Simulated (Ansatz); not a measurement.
Relaxed structures of BH3SeO, closed shell (PBE0-D4/def2-TZVP; forces vanish, vibrations not checked; lower isomers may exist, and structures with a doubtful reference or unclear bonds are left out; Å). Program: Ansatz 0.2.0. Basis: def2-TZVPP. Cores are frozen in the correlated methods. Filled d shells of the heavier atoms are correlated. The def2 sets are not built for correlating such inner shells, so the correlated values are less sure here.

Rank them by CCSD(T) energy, lowest first, and give each one's height above the lowest. Links in brackets join atoms within 1.22 times the sum of their covalent radii (1.1 for two metals). (To be estimated.)
A.
BH₃SeO ([BH2][O][SeH])
```
6
angstrom
B -0.7403 0.4289 -0.6549
O -0.1923 0.0141 0.5006
Se 1.4830 -0.7004 0.4855
H -0.1521 0.3376 -1.6984
H -1.8413 0.8889 -0.5626
H 1.4429 -0.9691 1.9298
```
B.
BH₃SeO ([BH2][OH][Se])
```
6
angstrom
B -0.8134 0.4440 -0.6987
O -0.1897 -0.0805 0.4039
Se 1.6540 -0.8524 0.6471
H -0.1877 0.4627 -1.7036
H -1.9291 0.8314 -0.5372
H -0.6701 -0.1109 1.2381
```
C.
BH₃SeO ([OH2][B][SeH])
```
6
angstrom
B -0.3534 0.0631 0.8113
O -0.6800 0.6208 -0.7107
Se 1.4921 -0.6232 0.5125
H -0.3154 0.2644 -1.5436
H -1.6352 0.7318 -0.7691
H 1.5874 -1.1265 1.8831
```

Computed: A (0.000 eV), B (1.188 eV), C (2.331 eV). Heights count from the lowest.

The T1 diagnostic stays at or below 0.014. The restricted Hartree–Fock reference is unstable towards an unrestricted one at one or more of these structures.

For scale, one of the runs: CCSD(T)/def2-TZVPP, 152 basis functions, launched by `ansatz run in.yaml --threads 2 --pin off --events-out ev --progress --plain --max-ram 4352MiB`. Time: 35 s of wall clock on 2 CPU threads of an Arm Neoverse V2; the host was shared. Peak host memory: 1.1 GiB.
